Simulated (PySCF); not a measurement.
# Complete the spectrum of C5H11NOSi

Compound: C5H11NOSi.
InChI=1S/C5H11NOSi/c1-5(2,3)7-8-4-6/h8H2,1-3H3

Computed with PySCF, TDDFT PBE0/def2-SVPD, vertical, gas phase, core orbitals frozen in the response. The structure is a single GFN2-xTB conformer in the gas phase; no vibrational or solvent corrections. Torsions of this conformer, `[CH3:1][C:2]([CH3:3])([CH3:4])[O:5][SiH2:6][C:7]#[N:8]`: C1–C2–O5–Si6 81°, C2–O5–Si6–C7 -50°.

Orbital energies (eV): HOMO-3 -10.02, HOMO-2 -9.77, HOMO-1 -8.91, HOMO -8.61, LUMO -0.82, LUMO+1 -0.17, LUMO+2 0.45.

Lowest singlets, with some entries withheld (?).

```csv
state,E (eV),f,"main configurations (H = HOMO, L = LUMO)"
S1,?,?,?
S2,6.82,0.018,"H-1→L (78%), H-2→L (13%)"
S3,7.13,0.010,"H-2→L (46%), H-1→L (16%)"
S4,7.25,0.0073,H→L+1 (84%)
S5,7.40,0.0037,"H-1→L+1 (43%), H-3→L (21%), H-2→L (11%)"
S6,?,?,?
```

**Question.** Fill in the withheld entries.

**Answer.** 
- S1: E = 6.47 eV; f = 0.0036; H→L (95%)
- S6: E = 7.58 eV; f = 0.0043; H-3→L (32%), H-2→L+1 (27%), H-1→L+1 (18%)

**Question.** Where do the lowest triplets lie (Tamm–Dancoff)?

**Answer.** T1 5.84 eV, H-3→L (24%), H-2→L+1 (15%), H-1→L (9%); T2 6.19 eV, H→L (63%), H-2→L (12%), H-3→L (9%). E(S1) − E(T1) = +0.62 eV.

**Question.** What is the mean static polarisability from the same response equations?

**Answer.** 90.2 au (13.36 Å³), with principal values 80.6, 89.0 and 100.9 au.

**Question.** How far apart are S4 and S5, in eV and cm⁻¹?

**Answer.** 7.404 − 7.248 = 0.156 eV, or about 1260 cm⁻¹.

The run took about 2.4 min of CPU time (grids of density and orbitals included) (one thread, shared machine).
